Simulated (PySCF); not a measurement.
Successive ionisation energies of one element at GMP2 (screened spin-orbit), starting from the ion with 7 electrons. Calculated with PySCF 2.14, two-component X2C-1e (Gaussian nucleus, no Breit or QED terms), each ion in its own even-tempered basis; GMP2 freezes the deep shells of the larger ions and drops the highest virtual spinors; eV.

14764.9, 16217.8, 16587.9, 17079.8, 17387.2, 70289.5, 71678.8

Which element is it?

Ytterbium (Yb, Z = 70); the list starts at Yb⁶³⁺. The hydrogenic estimate 13.606 eV × (q + 1)²/n² with q = 63 and n = 2 gives 13932.2 eV for the first entry, a lower bound because the other electrons screen the nucleus only in part.
